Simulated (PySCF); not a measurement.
C7H8S, SMILES Cc1ccc(cc1)S (GFN2-xTB optimised geometry):

```
16

C     -1.665    -2.187    -0.013
C     -0.888    -0.906     0.000
C     -1.549     0.318    -0.002
C     -0.848     1.506    -0.002
C      0.542     1.489    -0.001
S      1.403     3.035     0.003
C      1.216     0.277     0.000
C      0.500    -0.906     0.000
H     -1.023    -3.035     0.210
H     -2.471    -2.154     0.719
H     -2.113    -2.344    -0.994
H     -2.630     0.340    -0.002
H     -1.367     2.452    -0.002
H      2.630     2.514     0.002
H      2.297     0.254     0.001
H      1.036    -1.844     0.001
```

Computed with PBE0/def2-TZVP run with PySCF.

Problem. What are the frontier orbital energies and the dipole moment?

Solution. HOMO-2 -8.33 eV, HOMO-1 -7.45 eV, HOMO -6.15 eV, LUMO -0.38 eV, LUMO+1 -0.16 eV; dipole moment 1.47 D.

Meta-Löwdin charges at PBE0/def2-TZVP: C1 -0.35, C2 0.02, C3 -0.13, C4 -0.14, C5 -0.07, S6 -0.02, C7 -0.14, C8 -0.13, H9 0.12, H10 0.13, H11 0.13, H12 0.12, H13 0.13, H14 0.10, H15 0.12, H16 0.12.
